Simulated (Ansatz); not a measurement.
`CN(C)c1ccc(/C=C/c2ccc(/C=C/c3ccc(/C=C/C#N)s3)s2)s1`. Total charge 0; singlet. Geometry PBE-D4/def2-SVP, basis def2-TZVP, Ansatz.

| run | HOMO (eV) | LUMO (eV) |
| --- | --- | --- |
| A | -5.92 | -1.79 |
| B | -4.45 | -3.11 |
| C | -5.00 | -2.63 |
| D | -4.36 | -3.12 |

Single mean-field runs in def2-TZVP are fitted with def2-universal-jkfit.

Task: The runs used CAM-B3LYP, PBE, PBE0, r2SCAN. Estimate which is which.

Result: A CAM-B3LYP (range-separated); B r2SCAN (0 % exact exchange); C PBE0 (25 % exact exchange); D PBE (0 % exact exchange). Exact exchange lowers occupied and raises empty levels; among semilocal functionals meta-GGAs tend to open the gap a little, and such runs are hard to tell apart. The gap grows from 1.24 eV (PBE) to 4.13 eV (CAM-B3LYP).
